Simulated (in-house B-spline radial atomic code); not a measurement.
Ionisation energies along the 67-electron series, configuration [Kr] 4d10 4f14 5s2 5p5, as differences of self-consistent energies. NIST's values go from ground level to ground level; the uncertainty of those that are theory runs from under 0.1 % in few-electron ions to several per cent in heavy many-electron ones. Computed with a radial B-spline atomic code at the basis-set limit: non-relativistic Hartree-Fock, average of the configuration, point nuclei.

This level leaves out relativity, spin-orbit splitting included, which matters for heavy ions.

```csv
ion,configuration after,ionisation energy (eV),IE/(q+1)² (eV),-ε less Coulomb ΔSCF (eV),tabulated value (eV),tabulated kind,computed minus tabulated (eV)
Re8+,[Kr] 4d10 4f14 5s2 5p4,161.3,1.9916,0.60736,165,tabulated theory,-3.7
Os9+,[Kr] 4d10 4f14 5s2 5p4,185.8,1.8577,0.58975,190,tabulated theory,-4.2
Ir10+,[Kr] 4d10 4f14 5s2 5p4,211.5,1.7477,0.57562,217,tabulated theory,-5.5
Pt11+,[Kr] 4d10 4f14 5s2 5p4,238.4,1.6557,0.56415,245,tabulated theory,-6.6
Au12+,[Kr] 4d10 4f14 5s2 5p4,266.6,1.5775,0.55475,275,tabulated theory,-8.4
Hg13+,[Kr] 4d10 4f14 5s2 5p4,296.0,1.5101,0.54698,307,tabulated theory,-11.0
Tl14+,[Kr] 4d10 4f14 5s2 5p4,326.6,1.4514,0.54052,340,tabulated theory,-13.4
Pb15+,[Kr] 4d10 4f14 5s2 5p4,358.3,1.3997,0.53513,374,tabulated theory,-15.7
```
